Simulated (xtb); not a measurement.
C3H9N, charge -1, doublet, at the geometry of the source list (a state made from the parent by changing its charge; the spin is typed, not shown lowest); GFN0-xTB in xtb.

The xtb input:
```
$ xtb mol.xyz --gfn 0 --chrg -1 --uhf 1 --json

# file mol.xyz
13

C     -0.61420000     1.11590000     0.56410000
C     -0.09010000     0.02020000    -0.36040000
C      1.35060000    -0.34120000    -0.00900000
N     -0.92020000    -1.16670000    -0.18850000
H      0.00310000     2.00670000     0.48570000
H     -0.60020000     0.76100000     1.59070000
H     -1.63700000     1.37810000     0.30330000
H     -0.11220000     0.39990000    -1.40170000
H      1.72360000    -1.11430000    -0.67700000
H      1.39180000    -0.71630000     1.00970000
H      1.99300000     0.53090000    -0.09460000
H     -0.60270000    -1.91270000    -0.79820000
H     -1.88540000    -0.96140000    -0.42410000
```

What the program printed (banner, timings and long lists left out):

```
   ID    Z sym.   atoms
    1    6 C      1-3
    2    7 N      4
    3    1 H      5-13

           -------------------------------------------------
          |                Calculation Setup                |
           -------------------------------------------------

           -------------------------------------------------
          |                 G F N 0 - x T B                 |
           -------------------------------------------------

          ...................................................
          :                      SETUP                      :
          :.................................................:
          :  # basis functions                  34          :
          :  # atomic orbitals                  34          :
          :  # shells                           26          :
          :  # electrons                        27          :
          :  electronic temp.          300.0000000     K    :
          :  accuracy                    1.0000000          :
          :  -> integral cutoff          0.2500000E+02      :
          :  -> integral neglect         0.1000000E-07      :
          ...................................................

         :::::::::::::::::::::::::::::::::::::::::::::::::::::
         ::                     SUMMARY                     ::
         :::::::::::::::::::::::::::::::::::::::::::::::::::::
         :: total energy             -15.561456044442 Eh    ::
         :: gradient norm              0.050087134371 Eh/a0 ::
         :: HOMO-LUMO gap              0.614598171143 eV    ::
         ::.................................................::
         :: H0 energy                -14.568648179531 Eh    ::
         :: repulsion energy           0.209207155299 Eh    ::
         :: electrostat energy        -1.185583061905 Eh    ::
         :: -> Gsolv                   0.000000000000 Eh    ::
         ::    -> Gsasa                0.000000000000 Eh    ::
         ::    -> Gshift               0.000000000000 Eh    ::
         :: dispersion energy         -0.003596015305 Eh    ::
         :: short-range corr.         -0.012835942999 Eh    ::
         :: add. restraining           0.000000000000 Eh    ::
         :: total charge              -1.000000000000 e     ::
         :::::::::::::::::::::::::::::::::::::::::::::::::::::

           -------------------------------------------------
          |                Property Printout                |
           -------------------------------------------------

    * Orbital Energies and Occupations

         #    Occupation            Energy/Eh            Energy/eV
      -------------------------------------------------------------
         1        2.0000           -0.6900045             -18.7760
         2        2.0000           -0.6332147             -17.2306
         3        2.0000           -0.6233834             -16.9631
         4        2.0000           -0.5943844             -16.1740
         5        2.0000           -0.5719548             -15.5637
         6        2.0000           -0.5679230             -15.4540
         7        2.0000           -0.5459532             -14.8561
         8        2.0000           -0.5222723             -14.2118
         9        2.0000           -0.5173426             -14.0776
        10        2.0000           -0.5084943             -13.8368
        11        2.0000           -0.4960431             -13.4980
        12        2.0000           -0.4838443             -13.1661
        13        2.0000           -0.4417639             -12.0210
        14        1.0000           -0.1754910              -4.7754 (HOMO)
        15        0.0000           -0.1529050              -4.1608 (LUMO)
        16                         -0.1425888              -3.8800
        17                         -0.1176150              -3.2005
        18                         -0.1041185              -2.8332
        19                         -0.0962088              -2.6180
        20                         -0.0858138              -2.3351
        21                         -0.0707029              -1.9239
        22                         -0.0567279              -1.5436
        23                         -0.0026057              -0.0709
        24                          0.0444103               1.2085
        25                          0.0450800               1.2267
       ...                                ...                  ...
        34                          0.4005630              10.8999
      -------------------------------------------------------------
                  HL-Gap            0.0225861 Eh            0.6146 eV
             Fermi-level            0.0000000 Eh            0.0000 eV

     #   Z          covCN         q      C6AA      α(0)
     1   6 C        3.757    -0.379    32.099     8.175
     2   6 C        3.779     0.484    15.672     5.708
     3   6 C        3.757    -0.379    32.099     8.175
     4   7 N        2.635    -1.254    65.728    12.138
     5   1 H        0.925    -0.016     3.355     2.865
     6   1 H        0.925     0.051     2.311     2.377
     7   1 H        0.925     0.007     2.946     2.684
     8   1 H        0.922    -0.116     6.151     3.879
     9   1 H        0.925     0.007     2.946     2.684
    10   1 H        0.925     0.051     2.311     2.377
    11   1 H        0.925    -0.016     3.355     2.864
    12   1 H        0.860     0.281     0.773     1.377
    13   1 H        0.860     0.281     0.773     1.377

 Mol. C6AA /au·bohr⁶  :       1423.326519
 Mol. C8AA /au·bohr⁸  :      28935.824250
 Mol. α(0) /au        :         56.680492

Wiberg/Mayer (AO) data.
largest (>0.10) Wiberg bond orders for each atom

 ---------------------------------------------------------------------------
     #   Z sym  total        # sym  WBO       # sym  WBO       # sym  WBO
 ---------------------------------------------------------------------------
     1   6 C    3.981 --     2 C    1.015     5 H    0.982     7 H    0.982
                             6 H    0.977
     2   6 C    3.965 --     3 C    1.015     1 C    1.015     8 H    0.972
                             4 N    0.953
     3   6 C    3.981 --     2 C    1.015    11 H    0.982     9 H    0.982
                            10 H    0.977
     4   7 N    2.909 --     2 C    0.953    12 H    0.950    13 H    0.949
     5   1 H    1.021 --     1 C    0.982
     6   1 H    1.010 --     1 C    0.977
     7   1 H    0.980 --     1 C    0.982
     8   1 H    0.985 --     2 C    0.972
     9   1 H    0.980 --     3 C    0.982
    10   1 H    1.010 --     3 C    0.977
    11   1 H    1.021 --     3 C    0.982
    12   1 H    1.375 --     4 N    0.950    13 H    0.341
    13   1 H    1.375 --     4 N    0.949    12 H    0.341
 ---------------------------------------------------------------------------

Topologies differ in total number of bonds
Writing topology from bond orders to xtbtopo.mol

 dipole moment from electron density (au)
     X       Y       Z
   1.9721   2.5324   0.3216  total (Debye):    8.199

           -------------------------------------------------
          | TOTAL ENERGY              -15.561456044442 Eh   |
          | GRADIENT NORM               0.050087134371 Eh/α |
          | HOMO-LUMO GAP               0.614598171143 eV   |
           -------------------------------------------------

normal termination of xtb
```
